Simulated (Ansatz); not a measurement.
Total energies of CH4AlNS (`[AlH2]/[N]=C\S`).

Cartesian coordinates in Å:
```
Al -1.2545 -0.1275 -1.5528
N -0.3232 0.0661 -0.0852
C 0.3976 0.1740 0.9150
S 2.1026 -0.3127 0.9406
H -2.0311 -1.4889 -1.7500
H -1.2818 1.0850 -2.5648
H 0.0562 0.5782 1.8778
H 2.3342 0.0258 2.2195
```

The species carries charge 0 and has multiplicity 1. The geometry is a stationary point of PBE0-D4/def2-TZVP. It is one conformer, not always the lowest. Basis def2-TZVPP, the Gaussian-basis code of Ansatz.

RPA on PBE orbitals: Hartree–Fock energy of these orbitals -734.09739 Eh, correlation -1.04191 Eh (frozen core).

| functional | kind | energy without D4 (Eh) | D4 term (kJ/mol) |
| --- | --- | --- | --- |
| PBE | GGA | -735.51341 | -16.0 |
| revPBE | GGA | -735.78914 | -48.0 |
| BLYP | GGA | -735.91451 | -35.3 |
| r2SCAN | meta-GGA | -735.83102 | -3.8 |
| B97M-V | meta-GGA with VV10 | -735.77955 | – |
| HSE06 (plane-wave form) | screened hybrid | -735.55175 | -12.7 |
| BHLYP | global hybrid, 50 % | -735.88111 | -20.3 |
| CAM-B3LYP | range-separated hybrid | -735.90888 | -13.9 |
| ωB97M-V | range-separated hybrid meta-GGA with VV10 | -735.85957 | – |
| B2PLYP | double hybrid | -735.61919 | – |

Q: Give the same for LDA (SPW92), PBE0, B3LYP, r2SCANh, r2SCAN0, LC-ωPBE, ωB97X-V, PBE-QIDH. (Estimate.)

A: Computed: 
| functional | kind | energy without D4 (Eh) | D4 term (kJ/mol) |
| --- | --- | --- | --- |
| LDA (SPW92) | LDA | -732.69269 | – |
| PBE0 | global hybrid, 25 % exact exchange | -735.57021 | -13.5 |
| B3LYP | global hybrid, 20 % | -735.98709 | -26.0 |
| r2SCANh | meta-GGA hybrid, 10 % | -735.82033 | -4.1 |
| r2SCAN0 | meta-GGA hybrid, 25 % | -735.80538 | -4.6 |
| LC-ωPBE | long-range corrected hybrid | -735.67081 | – |
| ωB97X-V | range-separated hybrid GGA with VV10 | -735.80634 | – |
| PBE-QIDH | double hybrid | -735.37886 | – |

B3LYP takes the VWN-RPA correlation (the form of Gaussian; ORCA's B3LYP/G). HSE06 is the plane-wave form, built on full-range PBE exchange. The double hybrids freeze the cores in their second-order part.

LC-ωPBE has ω = 0.4 bohr⁻¹.
